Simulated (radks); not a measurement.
The numbers below are computed, except where a source is named.
Valence configurations of Xe II (all share [Kr]). Code: a radial shooting solver on a logarithmic mesh with Libxc functionals. Model: non-relativistic Kohn-Sham, BLYP, spin-polarised, spherical densities, point nucleus; open shells are filled with parallel spins first (spin-orbit coupling, left out, can overturn this in heavy ions); relativity is left out, which matters for an element this heavy. Energies are relative to 4d10 5s2 5p5; eigenvalues in eV for spin up.

valence	E (eV)	moment (Bohr magnetons)	e(4d)	e(5p)	e(5s)
4d10 5s2 5p5	0.000	1	-71.911	-17.096	-27.401
4d9.5 5s2 5p5.5	28.303	1	-75.764	-17.683	-28.297
4d10 5s1 5p6	10.325	1	-73.025	-17.589	-28.048
4d9 5s2 5p6	57.878	1	-79.609	-18.255	-29.170
4d10 5s1.5 5p5.5	5.154	1	-72.471	-17.344	-27.726

NIST lists [Kr] 4d10 5s2 5p5 as the ground configuration; this level of theory agrees among the configurations tried. The energies are those of spherical high-spin densities, not of single terms. Relativity is left out, which favours d and f over s occupation in heavy atoms.
